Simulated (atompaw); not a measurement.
## What one change does to a pseudopotential (Fe, PAW (atompaw))

```
Element                 : Fe (Z = 26)
Generator               : atompaw 4.2.0.5
Type                    : PAW
Functional              : LDA (PW92)
Relativity              : scalar-relativistic
Frozen core             : [Ne]
Valence charge          : 16
Reference configuration : 3s2 3p6 3d6 4s1 4p0 (charge +1)
Partial waves           : 3s (bound): rc 1.30 bohr; 4s (bound): rc 1.35 bohr; 3p (bound): rc 1.35 bohr; 4p (bound, empty): rc 1.45 bohr; 3d (bound): rc 0.85 bohr; 3d channel at -0.2 Ry: rc 0.85 bohr
Local potential         : bessel scheme, radius 1.10 bohr
Core correction         : smooth core density matched at 1.45 bohr
Augmentation charge     : besselshape compensation charge, radius 1.05 bohr; PAW radius 1.45 bohr; waves and projectors: custom polynom vanderbiltortho
```

Change: augmentation besselshape compensation charge, radius 1.05 bohr; PAW radius 1.45 bohr; waves and projectors: modrrkj vanderbiltortho.

Cutoffs: the cutoffs (Ry, on a coarse ladder) from which the occupation-weighted sum of valence levels, in a spherical-Bessel basis at the reference potential, stays within 10 and 1 mRy of its value at 400 Ry; they do not see the model core or the augmentation charge, which bear on the density cutoff.

Problem. What does the change do?

Solution. The potential gets softer (180 Ry and 260 Ry → 140 Ry and 160 Ry); the range in which the d phases agree narrows (upper end at the end of the scan → 3.6); neither file shows a bound ghost.

| quantity | base | changed |
| --- | --- | --- |
| cutoff, loose | 180 Ry | 140 Ry |
| cutoff, tight | 260 Ry | 160 Ry |
| loose cutoff by channel (10 mRy a level) | s 30 Ry, p 35 Ry, d 110 Ry | s 25 Ry, p 35 Ry, d 100 Ry |
| bound ghosts | none | none |
| s: phases at 1.46 bohr within 0.05 rad from the reference energy up to (Ry; the scan ends near 5) | to the end of the scan | to the end of the scan |
| p: phases at 1.46 bohr within 0.05 rad from the reference energy up to (Ry; the scan ends near 5) | 4.9 | 4.4 |
| d: phases at 1.46 bohr within 0.05 rad from the reference energy up to (Ry; the scan ends near 5) | to the end of the scan | 3.6 |
| lowest overlap eigenvalue by channel | s 0.67, p 0.82, d 0.99 | s 0.69, p 0.93, d 0.00 |

 The cutoffs see the waves, projectors and local potential, not the compensation charge or the core.
